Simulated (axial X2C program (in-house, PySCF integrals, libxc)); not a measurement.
**Low determinants of CaS at the PBE0 level, two-component**

All values were computed with an in-house relativistic program for diatomic molecules. Two-component (2c) means X2C with spin–orbit coupling and atomic mean-field two-electron Coulomb terms, the Gaunt term switched off. Basis: Ca dyall-v3z [11s12p4d3f], S dyall-v3z [8s7p2d1f] (cores contracted in-house); Gaussian nuclei, density fitting, unrestricted open shells. Masses: Ca 39.963 u, S 31.972 u.

Search at 2.332 Å (vertical energies from the lowest determinant):

```
ΔE (eV)  state  electrons beyond evenly filled partner blocks  electrons in ±ω = 1/2, 3/2, 5/2, 7/2
   0.00  Ω = 0                                           none                              28 8 0 0
   1.01  Ω = 2                               ω = 1/2, ω = 3/2                              29 7 0 0
   1.03  Ω = 1                              ω = -1/2, ω = 3/2                              29 7 0 0
   1.07  Ω = 1                                    2 × ω = 1/2                              28 8 0 0
   2.93  Ω = 3                                    2 × ω = 3/2                              28 8 0 0
   2.98  Ω = 1                              ω = -1/2, ω = 3/2                              27 9 0 0
   2.98  Ω = 2                               ω = 1/2, ω = 3/2                              27 9 0 0
```

Lowest determinant, Ω = 0 (closed shell): Re = 2.330 Å, ωe = 469.2 cm⁻¹.

The determinant in row 2 of the search, Ω = 2 (⟨Sz⟩ = 1.00, ⟨Lz⟩ = 1.00 at PBE0), was followed along the bond at PBE0; measured from the minimum of the lowest determinant it gives:

Te = 0.681 eV (5490 cm⁻¹), Re = 2.591 Å, ωe = 331.6 cm⁻¹.

Problem. Compare the bond of the determinant in row 2 with that of the lowest one.

Solution. At PBE0 its Re is 0.261 Å longer and its force constant, which goes as ωe², is 0.50 times that of the lowest determinant. T0 ≈ Te + Δωe/2 = 5490 + (-69) = 5421 cm⁻¹.

The search compares states at one distance, so a state with another bond length can lie lower; it is not exhaustive and yields mostly the lowest determinant of each block pattern, so other components and higher states of one pattern are missing. These are energies of single determinants, not of spin-adapted states; PBE0 term energies can be off by some tenths of an eV, and the functional has no current term. Open-shell Ω = 0 determinants with evenly filled partner blocks cannot be reached by this program, so the Ω shown need not be the lowest component.
